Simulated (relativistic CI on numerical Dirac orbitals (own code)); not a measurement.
## One change at a time: Pb XIX

Base calculation: Dirac-Coulomb-Breit CI, KLI orbitals optimised for each configuration, model QED, unscaled Slater integrals.

CI space (outside the closed core [Kr] 4d10): 4f14.5s2.5p2, 4f14.5s.5p3, 4f14.5s2.5p.5d, 4f13.5s2.5p3, 4f14.5s.5p2.5d, 4f14.5s2.5p.5f, 4f14.5s.5p2.5f, 4f14.5s2.5p.5g, 4f14.5s2.5p.6s, 4f14.5p3.5d, 4f14.5p4, 4f13.5p5, 4f14.5s2.5d2, 4f14.5s.5d3, 4f14.5s.5d2.5f, 4f14.5s2.5f2, 4f14.5s.5d.5f2, 4f14.5s.5f3. Double excitations out of closed p, d and f shells are left out; levels of such configurations are missing from the list, as are those of other unlisted configurations, and high levels can miss mixing partners.

Variants: (1) valence Slater integrals scaled by 0.9; (2) Breit term removed; (3) only the first 3 configurations. Shifts of the energy above 4f14.5s2.5p2 3P_0, in cm⁻¹, for the lowest level and the first level of each name with at least 55 % of one term (blank where a level changes its place among those of its configuration and J or its character, or is not in the variant):

```tsv
Level	Base	Δ(1)	Δ(2)	Δ(3)
4f14.5s2.5p2 3P_0	0	0	0	0
4f14.5s2.5p2 3P_1	215975	+2126	+2643	+698
4f14.5s2.5p2 1D_2	233219	+587	+2685	+2133
4f14.5s2.5p2 3P_2	462618	+1705	+5284	+4574
4f14.5s2.5p2 1S_0	500858	-1990	+5236	+6933
4f14.5s2.5p.5d 3F°_2	798313	+4451	+3877	-3955
4f13.5s2.5p3 3D_1	808264	+654	-2829	
4f14.5s.5p3 3D°_3	811376	+5073	+3526	-6960
4f14.5s.5p3 3P°_0	853103	+557	+3236	-9863
4f14.5s2.5p.5d 3F°_3	892961	-142	+4724	-2840
4f13.5s2.5p3 5F_5	996179	+1405	-1591	
4f13.5s2.5p3 3H_6	1023849	-1432	-1408	
4f13.5s2.5p3 1P_1	1025444	-1520	-1804	
4f13.5s2.5p3 5F_1	1035839	+1463	-78
```

At this charge transitions that keep the count of f electrons are usually good to a few per cent. Levels that differ in their count of f electrons can be misplaced by several ten thousand cm⁻¹, since the correlation energy of f electrons is missing or only estimated; rates across such gaps can be off by orders of magnitude.

Ionisation energy from one configuration of each of the two ions, the ground ones as tabulated or assumed: base 465.945 eV; Breit term removed 466.654 eV. The NIST ASD value (theoretical) is 478 ± 24 eV.

LS names give the leading component of a level, which can be under half, so a name can repeat, a term be missing and a line seem to break the LS rules.
